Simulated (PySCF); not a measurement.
Estimate the missing entries of this data sheet.

Compound: C₇H₁₀F₂.
Z-matrix (Å and degrees, PBE0-D3(BJ)/def2-SVP geometry), rows numbered from 1:
```
C 
C   1  1.5289
C   2  1.4942  1  112.60
C   3  1.3507  2  128.97  1  -108.18
C   4  1.4614  3  119.64  2   178.53
C   5  1.3366  4  125.71  3   173.39
F   6  1.3299  5  121.29  4   178.97
C   4  1.5005  3  122.50  2     2.00
F   8  1.3811  4  111.64  3  -126.83
H   1  1.1005  2  111.18  3  -176.18
H   1  1.1013  2  111.24  3   -56.14
H   1  1.1008  2  111.08  3    63.41
H   2  1.1004  1  109.72  3  -124.79
H   2  1.1041  1  108.79  3   119.85
H   3  1.0977  2  114.65  1    69.47
H   5  1.0945  4  117.33  3    -5.96
H   6  1.0921  5  125.63  4    -2.35
H   8  1.1046  4  109.68  3   114.26
H   8  1.0989  4  111.66  3    -5.88
```

```csv
property,level,value
point group,PBE0-D3(BJ)/def2-SVP,?
"rotational constants A, B, C",PBE0-D3(BJ)/def2-SVP,"2.670, 0.759, 0.624 GHz"
dipole moment,CAM-B3LYP/def2-SVPD,?
HOMO energy,CAM-B3LYP/def2-SVPD,-7.86 eV
LUMO energy,CAM-B3LYP/def2-SVPD,?
lowest singlet excitation,TDDFT CAM-B3LYP/def2-SVPD,?
lowest triplet excitation (Tamm–Dancoff),TDA CAM-B3LYP/def2-SVPD,3.18 eV
static isotropic polarisability,CAM-B3LYP/def2-SVPD,93.4 au
vertical ionisation energy,ΔSCF CAM-B3LYP/def2-SVPD,?
electronic spatial extent ⟨r²⟩ about the centre of nuclear charge,CAM-B3LYP/def2-SVPD,1753 bohr²
13C chemical shifts (computed TMS as zero) by class,GIAO PBE0/pcSseg-1,?
1H chemical shifts (computed TMS as zero) by class,GIAO PBE0/pcSseg-1,"7.35 (H17), 5.97 (H16), 5.66 (H15), 5.10 (H18/H19), 2.19 (H13/H14), 0.94 (H10/H11/H12) ppm"
"isotropic shieldings of nuclei other than C and H, by class",GIAO PBE0/pcSseg-1,"295 (F7), 422 (F9) ppm"
```

Electronic properties: PySCF, gas phase, density fitting. One conformer (not necessarily the lowest) at the PBE0-D3(BJ)/def2-SVP geometry, without solvent or vibrations. NMR classes are plain means over equivalent atoms (diastereotopic ones count apart unless rotation or inversion swaps them), as if these changed places fast; in this geometry the members of some classes differ.

Question: The lowest singlet excitation?

Answer: 5.65 eV (220 nm, f = 0.705).

Question: The 13C chemical shifts (computed TMS as zero) by class?

Answer: 161.5 (C6), 143.5 (C3), 136.6 (C4), 121.0 (C5), 78.5 (C8), 25.4 (C2), 16.5 (C1) ppm.

Question: The LUMO energy?

Answer: 0.18 eV.

Question: What is the dipole moment?

Answer: 3.13 D.

Question: The vertical ionisation energy?

Answer: 8.57 eV.

Question: The point group?

Answer: C1.

The 10 singlets span 5.65 to 7.94 eV, and their oscillator strengths add up to 0.85. The largest Löwdin shares of the HOMO are 0.21 on C6, 0.20 on C3, 0.18 on C5 and 0.17 on C4. The polarisability is 13.85 Å³ as a volume (1 au = 0.148185 Å³), or 1.33 au for each of the 70 electrons. The vertical singlet–triplet gap S1 − T1 is 2.47 eV (TDDFT singlet less Tamm–Dancoff triplet; S1: HOMO→LUMO, weight 0.97; T1: HOMO→LUMO, weight 0.88). The principal polarisabilities are 65.8, 79.5 and 135.1 au; their mean is the isotropic value. The rotational constants make it an asymmetric top with κ = (2B − A − C)/(A − C) = -0.87, nearer the prolate limit (−1).
